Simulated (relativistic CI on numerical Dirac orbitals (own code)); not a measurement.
# Pm⁴⁺ (4f3) in a crystal field

Calculated by Dirac-Coulomb-Breit CI, orbitals from a KLI potential per configuration, QED by a radiative potential, valence Slater integrals scaled by 0.8, one configuration in a parametric crystal field (own radial code).

Field parameters in Wybourne normalisation; cubic f-shell fields have B⁴₄ = √(5/14) B⁴₀ and B⁶₄ = −√(7/2) B⁶₀. The field is a parameter set, without covalency.

S and J are read from ⟨S²⟩ = S(S + 1) and ⟨J²⟩ = J(J + 1) of each level; they are not fictitious spins.

C2v, B20 = -720, B22 = -430, B40 = 1320, B42 = -490, B44 = -610, B60 = -540, B62 = -220, B64 = -10, B66 = 930 cm⁻¹, the lowest 16 levels:

```csv
E (cm⁻¹),Degeneracy,S,J
0.0,2,1.47,4.51
30.3,2,1.47,4.51
189,2,1.47,4.51
301,2,1.47,4.51
456,2,1.47,4.51
2454,2,1.49,5.51
2501,2,1.49,5.50
2616,2,1.49,5.50
2639,2,1.49,5.50
2699,2,1.49,5.50
2757,2,1.49,5.50
4919,2,1.50,6.50
4968,2,1.50,6.50
5103,2,1.50,6.50
5116,2,1.50,6.50
5168,2,1.50,6.50
```

Principal g values of the ground doublet: 0.71, 1.10, 5.05.

D4h, B20 = 2820, B40 = 3140, B44 = -510, B60 = 960, B64 = -440 cm⁻¹, the lowest 16 levels:

```csv
E (cm⁻¹),Degeneracy,Irrep,S,J
0.0,2,Γ6,1.47,4.52
590,2,Γ7,1.47,4.50
624,2,Γ7,1.47,4.50
665,2,Γ6,1.47,4.50
790,2,Γ6,1.47,4.50
2440,2,Γ7,1.49,5.52
3005,2,Γ6,1.49,5.48
3030,2,Γ7,1.49,5.50
3049,2,Γ6,1.49,5.50
3070,2,Γ7,1.49,5.50
3094,2,Γ6,1.49,5.50
4866,2,Γ7,1.49,6.51
5487,2,Γ7,1.49,6.48
5521,2,Γ6,1.50,6.49
5541,2,Γ7,1.50,6.49
5558,2,Γ6,1.50,6.50
```

Principal g values of the ground doublet: 0.10, 0.10, 6.23.

C2v, B20 = -1040, B22 = -120, B40 = 970, B42 = -350, B44 = -1010, B60 = 50, B62 = -510, B64 = 430, B66 = 420 cm⁻¹, the lowest 10 levels:

```tsv
E (cm⁻¹)	Degeneracy	S	J
0.0	2	1.47	4.50
65.8	2	1.47	4.51
239	2	1.47	4.50
293	2	1.47	4.51
417	2	1.47	4.50
2468	2	1.49	5.50
2483	2	1.49	5.50
2633	2	1.49	5.50
2662	2	1.49	5.50
2713	2	1.49	5.50
```

Principal g values of the ground doublet: 0.30, 0.52, 3.92.

Oh, B40 = 3860, B60 = 1100 cm⁻¹, the lowest 10 levels:

```json
{"E (cm⁻¹)": "0.0", "Degeneracy": "4", "Irrep": "Γ8", "S": "1.47", "J": "4.54"}
{"E (cm⁻¹)": "571", "Degeneracy": "2", "Irrep": "Γ6", "S": "1.47", "J": "4.54"}
{"E (cm⁻¹)": "929", "Degeneracy": "4", "Irrep": "Γ8", "S": "1.47", "J": "4.53"}
{"E (cm⁻¹)": "2665", "Degeneracy": "2", "Irrep": "Γ7", "S": "1.49", "J": "5.52"}
{"E (cm⁻¹)": "2758", "Degeneracy": "4", "Irrep": "Γ8", "S": "1.49", "J": "5.51"}
{"E (cm⁻¹)": "3159", "Degeneracy": "4", "Irrep": "Γ8", "S": "1.49", "J": "5.51"}
{"E (cm⁻¹)": "3266", "Degeneracy": "2", "Irrep": "Γ6", "S": "1.49", "J": "5.48"}
{"E (cm⁻¹)": "5139", "Degeneracy": "2", "Irrep": "Γ7", "S": "1.49", "J": "6.48"}
{"E (cm⁻¹)": "5180", "Degeneracy": "4", "Irrep": "Γ8", "S": "1.49", "J": "6.50"}
{"E (cm⁻¹)": "5676", "Degeneracy": "4", "Irrep": "Γ8", "S": "1.49", "J": "6.50"}
```

D3h, B20 = 1420, B40 = -680, B60 = -910, B66 = -250 cm⁻¹, the lowest 10 levels:

```
E (cm⁻¹)  Degeneracy     S     J
     0.0           2  1.47  4.51
     132           2  1.47  4.50
     273           2  1.47  4.50
     323           2  1.47  4.50
     368           2  1.47  4.50
    2490           2  1.49  5.50
    2513           2  1.49  5.50
    2618           2  1.49  5.50
    2696           2  1.49  5.50
    2723           2  1.49  5.50
```

Principal g values of the ground doublet: 0.72, 0.72, 4.79.

The next free-ion level lies 2402 cm⁻¹ above the lowest; the field splits the ground level into components whose J stays near 9/2 as long as their spread is small against that gap.

Levels of this model without a field, named by their leading LS term (the scale mimics covalency, so terms lie below those of the real free ion): ⁴I°9/2 0, ⁴I°11/2 2402, ⁴I°13/2 4905, ⁴I°15/2 7457, ²H°9/2 13985, ⁴F°3/2 14016, ⁴F°5/2 15367, ⁴S°3/2 16379 cm⁻¹.
